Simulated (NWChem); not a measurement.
All runs are NWChem calculations. System: Ge (-1), charge -1, spin multiplicity 4. Its SCF solution wasn't tested for a lower state. Level: UHF/def2-TZVPD.

Part of the output:

```
             Northwest Computational Chemistry Package (NWChem) 7.3.0
             --------------------------------------------------------

                                NWChem Input Module
                                -------------------

 Scaling coordinates for geometry "geometry" by  1.889725989
 (inverse scale =  0.529177249)

                             Geometry "geometry" -> ""
                             -------------------------

 Output coordinates in angstroms (scale by  1.889725989 to convert to a.u.)

  No.       Tag          Charge          X              Y              Z
 ---- ---------------- ---------- -------------- -------------- --------------
    1 Ge                  32.0000     0.00000000     0.00000000     0.00000000

 Effective nuclear repulsion energy (a.u.)       0.0000000000

            Nuclear Dipole moment (a.u.)
            ----------------------------
        X                 Y               Z
 ---------------- ---------------- ----------------
     0.0000000000     0.0000000000     0.0000000000

      Symmetry information
      --------------------

 Group name             D2h
 Group number             26
 Group order               8
 No. of unique centers     1

      Symmetry unique atoms

     1


 Summary of "ao basis" -> "" (spherical)
 ------------------------------------------------------------------------------
       Tag                 Description            Shells   Functions and Types
 ---------------- ------------------------------  ------  ---------------------
 *                         def2-tzvpd                 on all atoms

 Summary of "ao basis" -> "ao basis" (spherical)
 ------------------------------------------------------------------------------
       Tag                 Description            Shells   Functions and Types
 ---------------- ------------------------------  ------  ---------------------
 Ge                        def2-tzvpd               18       54   7s5p5d1f

                                 NWChem SCF Module
                                 -----------------

  ao basis        = "ao basis"
  functions       =    54
  atoms           =     1
  alpha electrons =    18
  beta  electrons =    15
  charge          =  -1.00
  wavefunction    = UHF
  use symmetry    = T
  symmetry adapt  = T

 Summary of "ao basis" -> "ao basis" (spherical)
 ------------------------------------------------------------------------------
       Tag                 Description            Shells   Functions and Types
[...]
              MO Center=  7.5D-14,  6.7D-14,  2.0D-13, r^2= 1.8D-01
   Bfn.  Coefficient  Atom+Function         Bfn.  Coefficient  Atom+Function
  ----- ------------  ---------------      ----- ------------  ---------------
    25      0.908829  1 Ge d  0              30      0.197664  1 Ge d  0

 Vector   15  Occ=1.000000D+00  E=-1.837805D-01  Symmetry=ag
              MO Center=  6.8D-26, -3.2D-22, -5.7D-23, r^2= 1.8D+00
   Bfn.  Coefficient  Atom+Function         Bfn.  Coefficient  Atom+Function
  ----- ------------  ---------------      ----- ------------  ---------------
     5      0.620449  1 Ge s                  6      0.445847  1 Ge s
     4     -0.319981  1 Ge s                  3     -0.228111  1 Ge s

 Vector   16  Occ=0.000000D+00  E= 2.823182D-01  Symmetry=ag
              MO Center=  1.3D-26, -1.0D-23, -7.1D-24, r^2= 1.0D+01
   Bfn.  Coefficient  Atom+Function         Bfn.  Coefficient  Atom+Function
  ----- ------------  ---------------      ----- ------------  ---------------
     7     -2.391443  1 Ge s                  6      2.294883  1 Ge s
     5     -0.273850  1 Ge s

 Vector   17  Occ=0.000000D+00  E= 3.103565D-01  Symmetry=b2u
              MO Center=  5.1D-25,  2.0D-13, -2.8D-25, r^2= 3.6D+00
   Bfn.  Coefficient  Atom+Function         Bfn.  Coefficient  Atom+Function
  ----- ------------  ---------------      ----- ------------  ---------------
    21      0.887785  1 Ge py                18      0.168924  1 Ge py

 Vector   18  Occ=0.000000D+00  E= 3.103565D-01  Symmetry=b3u
              MO Center=  2.1D-13,  5.9D-26, -3.6D-26, r^2= 3.6D+00
   Bfn.  Coefficient  Atom+Function         Bfn.  Coefficient  Atom+Function
  ----- ------------  ---------------      ----- ------------  ---------------
    20      0.887785  1 Ge px                17      0.168924  1 Ge px

 center of mass
 --------------
 x =   0.00000000 y =   0.00000000 z =   0.00000000

 moments of inertia (a.u.)
 ------------------
           0.000000000000           0.000000000000           0.000000000000
           0.000000000000           0.000000000000           0.000000000000
           0.000000000000           0.000000000000           0.000000000000

  Mulliken analysis of the total density
  --------------------------------------

    Atom       Charge   Shell Charges
 -----------   ------   -------------------------------------------------------
    1 Ge  32    33.00   2.00  2.00  1.17  0.79  0.91  0.96  0.17  5.98  4.42  1.58  0.94  2.08  8.91  1.09 -0.03  0.03 -0.00  0.00

  Mulliken analysis of the alpha density
  --------------------------------------

    Atom       Charge   Shell Charges
 -----------   ------   -------------------------------------------------------
    1 Ge  32    18.00   1.00  1.00  0.59  0.39  0.41  0.55  0.06  2.99  2.23  0.77  0.92  2.08  4.44  0.55 -0.01  0.02 -0.00  0.00

   Mulliken analysis of the beta density
   -------------------------------------

    Atom       Charge   Shell Charges
 -----------   ------   -------------------------------------------------------
    1 Ge  32    15.00   1.00  1.00  0.59  0.39  0.50  0.41  0.11  2.99  2.19  0.81  0.02 -0.00  4.47  0.54 -0.02  0.01 -0.00  0.00

   Mulliken analysis of the spin density
   -------------------------------------

    Atom       Charge   Shell Charges
 -----------   ------   -------------------------------------------------------
    1 Ge  32     3.00  -0.00 -0.00 -0.00  0.00 -0.08  0.14 -0.06  0.00  0.05 -0.03  0.90  2.08 -0.03  0.01  0.01  0.00 -0.00  0.00

       Multipole analysis of the density wrt the origin
       ------------------------------------------------

     L   x y z        total         alpha         beta         nuclear
     -   - - -        -----         -----         ----         -------
     0   0 0 0     -1.000000    -18.000000    -15.000000     32.000000

     1   1 0 0     -0.000000      0.000000     -0.000000      0.000000
     1   0 1 0     -0.000000      0.000000     -0.000000      0.000000
     1   0 0 1     -0.000000      0.000000     -0.000000      0.000000

     2   2 0 0    -18.609521    -14.678590     -3.930931      0.000000
     2   1 1 0     -0.000000     -0.000000     -0.000000      0.000000
     2   1 0 1     -0.000000     -0.000000     -0.000000      0.000000
     2   0 2 0    -18.609521    -14.678590     -3.930931      0.000000
     2   0 1 1     -0.000000     -0.000000     -0.000000      0.000000
     2   0 0 2    -18.609521    -14.678590     -3.930931      0.000000

 Task  times  cpu:        0.5s     wall:        0.5s

 Total times  cpu:        0.5s     wall:        0.5s
```

**Question.** Write an NWChem input that would produce this output.

**Answer.** This is not unique; one that fits is 
```
start mol
memory heap 200 mb stack 900 mb global 1100 mb
charge -1
geometry units angstroms nocenter noautoz
  Ge     0.000000     0.000000     0.000000
  symmetry group D2h
end
basis spherical
  * library def2-tzvpd
end
scf
  uhf
  nopen 3
  maxiter 100
  thresh 1e-7
  semidirect memsize 60000000 filesize 0
  # guess.movecs holds the orbitals of an unrestricted PBE0 run
  vectors input guess.movecs output mol.movecs
end
task scf energy
```
